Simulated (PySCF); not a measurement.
Input for PySCF: R-BP86/6-31G* on H4 rectangle, a point of a bond scan (R = 3.000 Å).

```python
from pyscf import gto, scf, dft, mp
from pyscf.data.elements import chemcore

mol = gto.M(
    atom='''
    H     0.00000000    0.00000000    0.00000000
    H     0.00000000    0.00000000    1.00000000
    H     3.00000000    0.00000000    0.00000000
    H     3.00000000    0.00000000    1.00000000
    ''',
    basis='6-31g*',
    cart=True,
    charge=0, spin=0, verbose=3, max_memory=1800)
mf = dft.RKS(mol, xc='b88,p86')
mf.conv_tol = 1e-8
mf.max_cycle = 100
mf.kernel()
if not mf.converged:
    mf = mf.newton().run(mf.mo_coeff, mf.mo_occ)
```

Predict the final total energy.

-2.2975 hartree.
